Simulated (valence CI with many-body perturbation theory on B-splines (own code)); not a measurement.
# Energy levels of Ru IV

Calculated by valence CI with perturbative core correlation (CI+MBPT): five valence electrons over a frozen Dirac-Fock core [Kr], a basis of 7 s, 7 p, 8 d, 6 f, 4 g, 1 h functions for each j, with the one-electron correlation potential Σ1 (screened to all orders), the two-electron term Σ2, the three-electron term Σ3, Breit, model QED; selected single and double excitations, second order for the rest, scaled by the run's own slope (own B-spline code, finite nucleus).

No measured spectrum was set against this ion. As an estimate, terms of the open shell hold to 2 to 4 % of their energy, and close levels can change places; different configurations can be misplaced against each other by 1,000 to 8,000 cm⁻¹. Among the levels kept, up to 2700 cm⁻¹ of a level comes from second order outside the variational space, and about a tenth of that is noise between levels of different J, which matters for small intervals.

Levels 136 to 180 of 219, with energies above the lowest level, 4d5 6S_5/2. "Leading %" is the weight of the configuration and term that name the level; weights of strongly mixed levels are sums over their largest components and can fall short. Lifetimes count E1, E2, E3, M1 and M2 decay at the calculated energies, and are blank where another channel may lead or the interval is too uncertain; long ones can be off by a factor of two.

| No. | Configuration | Term | J | E (cm⁻¹) | Leading % | g | Second component | Lifetime |
| --- | --- | --- | --- | --- | --- | --- | --- | --- |
| 136 | 4d4 5p | 4D° | 5/2 | 159532 | 72 | 1.267 | 8 % 4d4 5p 4F° | 596 ps |
| 137 | 4d4 5p | 4I° | 11/2 | 159716 | 52 | 1.058 | 23 % 4d4 5p 4H° | 831 ps |
| 138 | 4d4 5p | 4P° | 1/2 | 159719 | 41 | 1.972 | 36 % 4d4 5p 2S° | 516 ps |
| 139 | 4d4 5p | 4G° | 11/2 | 160425 | 66 | 1.187 | 17 % 4d4 5p 4I° | 490 ps |
| 140 | 4d4 5p | 2D° | 3/2 | 160580 | 55 | 0.748 | 22 % 4d4 5p 4F° | 515 ps |
| 141 | 4d4 5p | 4D° | 7/2 | 161024 | 46 | 1.205 | 18 % 4d4 5p 2G° | 479 ps |
| 142 | 4d4 5p | 4I° | 13/2 | 161364 | 70 | 1.136 | 24 % 4d4 5p 4H° | 1.16 ns |
| 143 | 4d4 5p | 4G° | 9/2 | 161374 | 46 | 1.125 | 20 % 4d4 5p 2G° | 637 ps |
| 144 | 4d4 5p | 4G° | 5/2 | 161495 | 54 | 0.763 | 16 % 4d4 5p 2F° | 348 ps |
| 145 | 4d4 5p | 4I° | 15/2 | 162237 | 94 | 1.196 |  | 1.52 ns |
| 146 | 4d4 5p | 2I° | 11/2 | 162404 | 58 | 1.032 | 18 % 4d4 5p 4G° | 543 ps |
| 147 | 4d4 5p | 4G° | 7/2 | 162434 | 79 | 0.999 |  | 284 ps |
| 148 | 4d4 5p | 4P° | 3/2 | 162467 | 69 | 1.521 | 7 % 4d4 5p 2D° | 317 ps |
| 149 | 4d4 5p | 4G° | 9/2 | 162588 | 64 | 1.181 | 17 % 4d4 5p 4F° | 324 ps |
| 150 | 4d4 5p | 4F° | 5/2 | 162666 | 44 | 1.092 | 29 % 4d4 5p 2D° | 402 ps |
| 151 | 4d4 5p | 4H° | 9/2 | 163021 | 40 | 0.988 | 26 % 4d4 5p 2H° | 550 ps |
| 152 | 4d4 5p | 2I° | 13/2 | 163077 | 69 | 1.095 | 17 % 4d4 5p 4H° | 968 ps |
| 153 | 4d4 5p | 4G° | 5/2 | 163159 | 39 | 0.835 | 17 % 4d4 5p 2F° | 368 ps |
| 154 | 4d4 5p | 4H° | 7/2 | 163257 | 53 | 0.894 | 22 % 4d4 5p 4F° | 486 ps |
| 155 | 4d4 5p | 2P° | 3/2 | 163289 | 35 | 1.056 | 25 % 4d4 5p 4F° | 392 ps |
| 156 | 4d4 5p | 4P° | 1/2 | 163368 | 49 | 1.859 | 24 % 4d4 5p 2P° | 539 ps |
| 157 | 4d4 5p | 4F° | 7/2 | 163684 | 57 | 1.101 | 11 % 4d4 5p 4H° | 308 ps |
| 158 | 4d4 5p | 4F° | 5/2 | 163722 | 43 | 1.170 | 16 % 4d4 5p 4P° | 328 ps |
| 159 | 4d4 5p | 4F° | 5/2 | 164012 | 36 | 1.072 | 29 % 4d4 5p 2D° | 476 ps |
| 160 | 4d4 5p | 4G° | 11/2 | 164085 | 56 | 1.185 | 19 % 4d4 5p 4H° | 569 ps |
| 161 | 4d4 5p | 4F° | 3/2 | 164114 | 74 | 0.651 | 10 % 4d4 5p 4P° | 296 ps |
| 162 | 4d4 5p | 4F° | 9/2 | 164179 | 77 | 1.267 | 6 % 4d4 5p 2H° | 263 ps |
| 163 | 4d4 5p | 4F° | 9/2 | 164518 | 43 | 1.164 | 10 % 4d4 5p 4G° | 432 ps |
| 164 | 4d4 5p | 4F° | 7/2 | 164807 | 51 | 1.156 | 9 % 4d4 5p 4G° | 534 ps |
| 165 | 4d4 5p | 4F° | 3/2 | 164970 | 38 | 0.900 | 22 % 4d4 5p 2D° | 378 ps |
| 166 | 4d4 5p | 4H° | 11/2 | 164997 | 40 | 1.126 | 16 % 4d4 5p 4G° | 646 ps |
| 167 | 4d4 5p | 2F° | 7/2 | 165003 | 39 | 1.174 | 17 % 4d4 5p 4D° | 529 ps |
| 168 | 4d4 5p | 4P° | 5/2 | 165022 | 53 | 1.370 | 16 % 4d4 5p 4F° | 334 ps |
| 169 | 4d4 5p | 4D° | 1/2 | 165483 | 80 | 0.271 | 10 % 4d4 5p 2S° | 326 ps |
| 170 | 4d4 5p | 4H° | 9/2 | 165589 | 39 | 1.060 | 19 % 4d4 5p 4G° | 656 ps |
| 171 | 4d4 5p | 4D° | 3/2 | 165830 | 58 | 1.196 | 12 % 4d4 5p 4S° | 348 ps |
| 172 | 4d4 5p | 4D° | 5/2 | 165888 | 47 | 1.170 | 11 % 4d4 5p 4F° | 368 ps |
| 173 | 4d4 5p | 4D° | 7/2 | 166694 | 59 | 1.300 | 7 % 4d4 5p 2F° | 459 ps |
| 174 | 4d4 5p | 2H° | 11/2 | 166776 | 53 | 1.078 | 18 % 4d4 5p 2I° | 370 ps |
| 175 | 4d4 5p | 2F° | 5/2 | 166877 | 44 | 0.875 | 30 % 4d4 5p 4G° | 460 ps |
| 176 | 4d4 5p | 2P° | 1/2 | 166883 | 37 | 0.939 | 28 % 4d4 5p 2S° | 1.02 ns |
| 177 | 4d4 5p | 2H° | 11/2 | 167140 | 48 | 1.128 | 17 % 4d4 5p 4H° | 795 ps |
| 178 | 4d4 5p | 2G° | 7/2 | 167312 | 42 | 1.068 | 11 % 4d4 5p 4D° | 494 ps |
| 179 | 4d4 5p | 4S° | 3/2 | 167316 | 39 | 1.437 | 12 % 4d4 5p 2D° | 278 ps |
| 180 | 4d4 5p | 4H° | 13/2 | 167405 | 75 | 1.179 | 12 % 4d4 5p 2K° | 978 ps |

Names give the largest LS component (configuration and term), which can be under half, so a name can repeat, a term be missing and a line seem to break the LS rules; names also repeat where a configuration has a term twice.

Where two levels of one J and parity lie close, their mixing, g and order are uncertain.
